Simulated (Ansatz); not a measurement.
Computed with Ansatz on PBE0-D4/def2-TZVP structures; ΔE is electronic, products minus reactants. CCSD(T)/CBS adds triple-zeta CCSD(T) − MP2 to the extrapolated MP2 energy (def2 sets, frozen cores). DFT in def2-TZVPP. B3LYP here is the variant with VWN-RPA as its local correlation; programs differ in this. For Ge outer-core shells are correlated without core-valence functions, which leaves a few kJ/mol of doubt a bond. Scalar relativity is left out up to krypton. Each species was taken in one conformer, which may not be the lowest.

Reaction (ligand exchange at the Si–N bond): `CN([SiH3])[SiH2]Cl` + `[OH][GeH]([F])[SH]` → `[OH][GeH]([F])[S][SiH3]` + `CN[SiH2]Cl`

Is it downhill or uphill in electronic energy at CCSD(T)/CBS, and by how much? (Best estimate.)

Computed: Downhill: ΔE = -2.6 kcal/mol.

What do these levels give: PBE0-D4, B3LYP-D4, r2SCAN, MP2/def2-TZVPP, SCS-MP2/def2-TZVPP, SCS-MP2/def2-QZVPP? (Estimate.)

The calculation gave: PBE0-D4 -4.1, B3LYP-D4 -2.4, r2SCAN -3.8, MP2/def2-TZVPP -1.9, SCS-MP2/def2-TZVPP -1.5, SCS-MP2/def2-QZVPP -1.9 kcal/mol.

Largest T1 diagnostic among the species: 0.012.
